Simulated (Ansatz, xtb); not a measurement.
**Relaxing a trial structure of B2BrGeH**

The starting geometry of this gas-phase singlet was built from a drawn formula by distance geometry; its bonds are those of `[B]#[Ge-]([BH+])[Br]`.

```yaml
atoms:
  - { symbol: B, position_ang: [-1.7421, 2.8287, 0.1048] }
  - { symbol: B, position_ang: [0.6933, 0.9429, 0.2489] }
  - { symbol: Br, position_ang: [-2.5042, 0.3295, 2.3499] }
  - { symbol: Ge, position_ang: [-0.9361, 1.9221, 1.2779] }
  - { symbol: H, position_ang: [1.6292, 0.5756, -0.3283] }
```

Task: Predict what it relaxes into with r2SCAN-D4/def2-SVP.

Result: A new bond forms, giving a structure given below by its coordinates. Contacts that close: B1–B2 (3.08 → 1.57 Å).

The energy falls by 5.42 eV over 16 steps:

| step | E − E(last) (eV) |
| --- | --- |
| 1 | 5.420 |
| 3 | 3.337 |
| 4 | 3.225 |
| 6 | 2.821 |
| 8 | 1.024 |
| 9 | 0.823 |
| 11 | 0.113 |
| 13 | 0.007 |
| 14 | 0.005 |
| 16 | 0.000 |

Final geometry (Å):

```yaml
atoms:
  - { symbol: B, position_ang: [-0.7288, 2.6962, 0.0410] }
  - { symbol: B, position_ang: [0.3039, 1.5216, -0.0805] }
  - { symbol: Br, position_ang: [-2.3252, 0.1128, 2.8290] }
  - { symbol: Ge, position_ang: [-1.3321, 1.4461, 1.2589] }
  - { symbol: H, position_ang: [1.2224, 0.8220, -0.3953] }
```

From the same start GFN2-xTB ends elsewhere, differing in B1–B2 (2.20 against 1.57 Å here), B1–Br3 (1.96 against 4.12 Å here), B2–Br3 (2.00 against 4.17 Å here), Br3–Ge4 (2.75 against 2.29 Å here).

The end wasn't checked by frequencies. Run with Ansatz 0.2.0, 17 s on 2 threads of Intel(R) Xeon(R) 6975P-C (Granite Rapids), with other jobs on the host.
